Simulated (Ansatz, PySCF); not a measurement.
Another site gives an ion 66859.79 eV lower (`O[SiH2]Br`) at the level CAM-B3LYP-D3(BJ)/def2-TZVPD (PySCF).

The numbers are results of Ansatz (an electronic-structure program) with frozen-core CCSD(T)/def2-TZVPD // CAM-B3LYP-D3(BJ)/def2-TZVPD, not measurements.

Ansatz 0.2 input:
```yaml
crystal:
  periodic: [false, false, false]
  atoms:
    - { symbol: O, position_ang: [2.653268, -0.03211, 0.002581] }
    - { symbol: Si, position_ang: [1.244168, 0.789856, 0.244652] }
    - { symbol: C, position_ang: [-0.199933, -0.319659, 0.531174] }
    - { symbol: C, position_ang: [-0.980767, -0.86476, -0.642004] }
    - { symbol: C, position_ang: [-1.588406, 0.185174, 0.218387] }
    - { symbol: H, position_ang: [2.699336, -0.676469, -0.705959] }
    - { symbol: H, position_ang: [0.905595, 1.624121, -0.937401] }
    - { symbol: H, position_ang: [1.515615, 1.652818, 1.410512] }
    - { symbol: H, position_ang: [-0.137794, -0.982697, 1.386491] }
    - { symbol: H, position_ang: [-0.671257, -0.584051, -1.640643] }
    - { symbol: H, position_ang: [-1.362294, -1.873025, -0.564329] }
    - { symbol: H, position_ang: [-1.691517, 1.18099, -0.192775] }
    - { symbol: H, position_ang: [-2.386014, -0.100188, 0.889312] }
basis:
  gaussian: { orbitals: def2-TZVPD }
correlation:
  method: ccsd_t
```

Output:

```
Functional definition: HF
1812 factors; integrals over basis functions are off by at most 1.0e-3 eV
mean field evaluation 1: about -13115.5190 eV, gradient 4.6e1 eV
mean field evaluation 2: about -13115.5942 eV, gradient 4.6e1 eV
mean field evaluation 4: about -13120.3158 eV, gradient 4.3e0 eV
mean field evaluation 8: about -13120.3774 eV, gradient 2.6e-1 eV
mean field evaluation 16: about -13115.5168 eV, gradient 4.6e1 eV
mean field -13120.37762236 eV, -482.1649843105 hartree, gradient 8.1e-7 eV, S^2 0.000000; 0 other end points of the search recorded, 0 dependent functions left out
9 core orbitals not correlated
reference -13120.37762236 eV, -482.1649843105 hartree; 15, 15 occupied and 242, 242 virtual orbitals, 1812 factors
second order -23.26294579 eV of doubles, -0.00000000 eV of singles
cycle   1  -23.82489760 eV  change   -5.6e-1 eV  update   1.0e-1
cycle   2  -24.40869438 eV  change   -5.8e-1 eV  update   2.8e-2
cycle   3  -24.51515859 eV  change   -1.1e-1 eV  update   1.3e-2
cycle   4  -24.50795437 eV  change    7.2e-3 eV  update   2.8e-3
cycle   5  -24.50789642 eV  change    5.8e-5 eV  update   1.2e-3
cycle   6  -24.50823903 eV  change   -3.4e-4 eV  update   2.9e-4
cycle   7  -24.50809064 eV  change    1.5e-4 eV  update   1.1e-4
cycle   8  -24.50805765 eV  change    3.3e-5 eV  update   3.5e-5
perturbative correction -0.96747930 eV, -0.0355542083 hartree
Total energy: -13145.85315931 eV, -483.1011930255 hartree
```

Cost: around 23 core-minutes (rough).
